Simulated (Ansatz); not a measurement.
All numbers were calculated with Ansatz.

Basis-set series for C2H5FGeO, SMILES `C=C[O][GeH2][F]`. Charge 0, multiplicity 1. The structure was optimised at the PBE0-D4/def2-TZVP level. It is one conformer, not always the lowest.

```tsv
functional	basis	functions	energy (Eh)	HOMO (eV)	LUMO (eV)
PBE0-D4	def2-TZVPP	242	-2330.89417	-7.07	0.08
PBE0-D4	def2-QZVPP	467	-2330.95409	-7.10	-0.13
ωB97M-V	def2-TZVPP	242	-2331.22310	-9.33	1.97
ωB97M-V	def2-QZVPP	467	-2331.28097	-9.35	1.45
```

(1) Give the rows for def2-SVP. (Best estimate.)

Answers

(1) The calculation gave: 
```csv
functional,basis,functions,energy (Eh),HOMO (eV),LUMO (eV)
PBE0-D4,def2-SVP,113,-2330.32683,-7.00,0.32
ωB97M-V,def2-SVP,113,-2330.64710,-9.25,2.33
```

Positive LUMOs are unbound and depend on the basis. Scalar relativity is left out up to krypton.
